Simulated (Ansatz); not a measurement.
Consider the redistribution: `OB(F)[NH][AlH2]` + `[SiH3]O[SiH3]` → `OBF` + `[AlH2][NH][SiH2]O[SiH3]`.

Isolated molecules relaxed with PBE0-D4/def2-TZVP in Ansatz; ΔE leaves out vibrations. CCSD(T)/CBS adds triple-zeta CCSD(T) − MP2 to the extrapolated MP2 energy (def2 sets, frozen cores). This one scheme is used for every species. Functionals use def2-TZVPP. HSE06 is defined as in plane-wave codes. One conformer a species, not always the lowest.

```json
{"level": "PBE-D4", "ΔE (kJ/mol)": "21.3", "difference from CCSD(T)/CBS": "2.6"}
{"level": "HSE06-D4", "ΔE (kJ/mol)": "23.7", "difference from CCSD(T)/CBS": "5.0"}
{"level": "CAM-B3LYP-D4", "ΔE (kJ/mol)": "22.9", "difference from CCSD(T)/CBS": "4.2"}
{"level": "PBE-QIDH", "ΔE (kJ/mol)": "23.5", "difference from CCSD(T)/CBS": "4.8"}
{"level": "PBE", "ΔE (kJ/mol)": "24.2", "difference from CCSD(T)/CBS": "5.5"}
{"level": "r2SCAN", "ΔE (kJ/mol)": "24.6", "difference from CCSD(T)/CBS": "5.9"}
{"level": "PBE0", "ΔE (kJ/mol)": "26.5", "difference from CCSD(T)/CBS": "7.8"}
{"level": "r2SCANh", "ΔE (kJ/mol)": "25.3", "difference from CCSD(T)/CBS": "6.6"}
{"level": "HSE06", "ΔE (kJ/mol)": "26.4", "difference from CCSD(T)/CBS": "7.7"}
{"level": "RPA@PBE/def2-TZVPP", "ΔE (kJ/mol)": "20.9", "difference from CCSD(T)/CBS": "2.2"}
{"level": "MP2/def2-TZVPP", "ΔE (kJ/mol)": "17.8", "difference from CCSD(T)/CBS": "-0.9"}
{"level": "CCSD/def2-TZVPP", "ΔE (kJ/mol)": "23.0", "difference from CCSD(T)/CBS": "4.3"}
{"level": "CCSD(T)/def2-TZVPP", "ΔE (kJ/mol)": "20.8", "difference from CCSD(T)/CBS": "2.1"}
{"level": "HF/CBS(def2)", "ΔE (kJ/mol)": "29.2", "difference from CCSD(T)/CBS": "10.5"}
{"level": "MP2/CBS(def2)", "ΔE (kJ/mol)": "15.7", "difference from CCSD(T)/CBS": "-3.0"}
{"level": "CCSD/CBS(def2)", "ΔE (kJ/mol)": "20.8", "difference from CCSD(T)/CBS": "2.1"}
{"level": "CCSD(T)/CBS", "ΔE (kJ/mol)": "18.7", "difference from CCSD(T)/CBS": "0"}
```

Largest T1 diagnostic among the species: 0.013.

From BLYP to BHLYP (50 % exact exchange), in def2-TZVPP and without D4, ΔE moves by +4.1 kJ/mol. Leaving LDA and LC-ωPBE aside and taking each functional with its dispersion term where it has one, the values, not all of them listed here, spread over 7.0 kJ/mol, from BLYP-D4 to B97M-V. At CCSD(T), def2-SVP lies +17.1 kJ/mol from the extrapolated value and def2-TZVPP +2.1 kJ/mol.
